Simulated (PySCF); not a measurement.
PySCF 2.14 output of an unrestricted PBEsol calculation on a single atom or ion in def2-TZVPPD (6s6p4d2f1g, 67 functions), with no relativity, point nucleus:

```
SCF conv_tol = 1e-09
number electrons alpha = 10  beta = 9
    J. P. Perdew, A. Ruzsinszky, G. I. Csonka, O. A. Vydrov, G. E. Scuseria, L. A. Constantin, X. Zhou, and K. Burke.,  Phys. Rev. Lett. 100, 136406 (2008)
    J. P. Perdew, A. Ruzsinszky, G. I. Csonka, O. A. Vydrov, G. E. Scuseria, L. A. Constantin, X. Zhou, and K. Burke.,  Phys. Rev. Lett. 100, 136406 (2008)
cycle= 1 E= -758.617043140484  delta_E= -0.00442  |g|= 0.00896  |ddm|= 0.209
cycle= 2 E= -758.617057645198  delta_E= -1.45e-05  |g|= 0.00282  |ddm|= 0.0105
cycle= 3 E= -758.617059952579  delta_E= -2.31e-06  |g|= 0.000595  |ddm|= 0.00465
cycle= 4 E= -758.617060045438  delta_E= -9.29e-08  |g|= 3.59e-06  |ddm|= 0.000735
cycle= 5 E= -758.617060045444  delta_E= -5.68e-12  |g|= 4.71e-08  |ddm|= 7.42e-06
converged SCF energy = -758.617060045444  <S^2> = 0.75006707  2S+1 = 2.0000671
```

The run itself started from symmetry-adapted Hartree-Fock orbitals and held the occupation by maximum overlap, on a logarithmic radial grid, so the iterations belong to that start.

Task: Which element, charge and spin multiplicity is this?

Result: Sc²⁺ (scandium, charge +2), multiplicity 2; the state was [Ar] 4s1, 2S determinant (an excited configuration).
